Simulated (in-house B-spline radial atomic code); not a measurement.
## TDHF excitations of neutral zinc

Method: TDHF. Computed with a B-spline radial code for spherical atoms: linear response of the closed shell [Ar] 3d10 4s2 with bare exchange (time-dependent Hartree-Fock); scalar-relativistic (spin-free one-electron X2C), finite nucleus, no spin-orbit coupling, no double excitations, S, P, D and F terms only; shells from n = 2 respond. Only terms of natural parity with L up to 3 were computed.

Command:
```bash
python run_td.py task.json out
```
Settings (radii: box in bohr, nucleus in fm):
```
Z                        30
electrons                30
configuration            [Ar] 3d10 4s2
hamiltonian              x2c
method                   hf
box_radius               75
rms_radius               3.9283
intervals                77
```

Cost of the run: 2 s on 1 thread of Intel(R) Xeon(R) Platinum 8488C (Sapphire Rapids), on a shared host.

The lowest states, in the order of their Tamm-Dancoff energies; the method's threshold (minus the highest occupied level) is 8.124 eV. Labels give the largest channel, * marks a mixed state, and oscillator strengths are full-response dipole values. Measured ¹D terms are left out, since they can mix with doubly excited terms. Energies in eV:

```
     state  full response  Tamm-Dancoff  oscillator strength  measured (J-weighted term)
4s → 4p 3P          2.202         2.829                    -                       4.054
4s → 4p 1P          4.981         5.128                 1.48                       5.796
4s → 5s 3S          5.381         5.411                    -                       6.654
4s → 5s 1S          5.878         5.892                    -                       6.917
4s → 5p 3P          6.361         6.384                    -                           -
4s → 4d 3D          6.552         6.554                    -                       7.783
4s → 4d 1D          6.636         6.637                    -                           -
4s → 5p 1P          6.639         6.675                0.118                           -
4s → 6s 3S          6.857         6.863                    -                           -
4s → 6s 1S          6.990         6.994                    -                           -
4s → 6p 3P          7.185         7.192                    -                           -
4s → 5d 3D              ?             ?                    -                           ?
4s → 4f 3F              ?             ?                    -                           -
4s → 4f 1F          7.274         7.274                    -                           -
4s → 5d 1D          7.285         7.286                    -                           -
4s → 6p 1P          7.281         7.294               0.0279                           -
4s → 7s 3S          7.385         7.387                    -                           -
```

(1) Where does 4s → 5d 3D lie?

(2) Where does 4s → 4f 3F lie?

(3) How large is the singlet-triplet splitting of 4s → 4p (P terms) in Tamm-Dancoff?

(4) What polarisabilities and dispersion coefficient does the method give?

Results:

(1) At 7.245 eV in full response, 7.246 eV in Tamm-Dancoff; measured 8.503 eV.

(2) At 7.272 eV in full response, 7.272 eV in Tamm-Dancoff.

(3) 2.3 eV, from the unrounded values.

(4) Dipole 50.85 bohr³, quadrupole 432.4 bohr⁵, C6 402.6 hartree·bohr⁶ for two such species. Recommended dipole value: 38.67 ± 0.3 bohr³ (Schwerdtfeger and Nagle, table of static dipole polarizabilities (2023 update)), which includes relativity and correlation.
